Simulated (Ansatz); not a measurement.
Species: C₆H₁₁, charge 0, multiplicity 2. It need not be the lowest isomer of its formula. SMILES: C(/C=C\C)[CH]C
Coordinates optimised at B3LYP-D3(BJ)/def2-TZVP (Ansatz, an electronic-structure program):
```xyz
17

C      1.8638     0.6348     0.9253
C      1.7678    -0.0700    -0.3784
C      0.5509    -0.8721    -0.7164
C     -0.6085     0.0307    -1.0738
C     -1.6478     0.3494    -0.3048
C     -1.9436    -0.1400     1.0789
H      1.1325     1.4535     0.9992
H      1.6470    -0.0400     1.7612
H      2.8526     1.0663     1.0840
H      2.4480     0.2017    -1.1764
H      0.2824    -1.5117     0.1290
H      0.7604    -1.5316    -1.5628
H     -0.5378     0.4971    -2.0518
H     -2.3755     1.0454    -0.7132
H     -1.2025    -0.8492     1.4436
H     -1.9791     0.6960     1.7838
H     -2.9239    -0.6236     1.1190
```
Charge 0, spin multiplicity 2.

Property: atomisation energy (electronic, to ground-state atoms), in eV. Correlated levels leave the core frozen unless marked. Open shells are spin-unrestricted. No spin-orbit coupling. Non-relativistic. The coupled-cluster limit lacks core correlation, which all-electron functionals hold. CBS marks a two-point X^-3 extrapolation of the correlation energy; Hartree-Fock from the larger set. The bracket is a focal-point correction in the basis named.

```csv
level,program,atomisation energy (eV)
HF/cc-pVDZ,Ansatz,53.21
B3LYP-D3(BJ)/def2-TZVPD,Ansatz + dftd3,71.29
```

**Question.** Predict the RI-MP2/CBS(cc-pVTZ,cc-pVQZ)+[CCSD(T)-MP2]/cc-pVTZ result (Ansatz).

**Answer.** 70.98 eV, so B3LYP-D3(BJ)/def2-TZVPD differs from it by 0.31 eV.
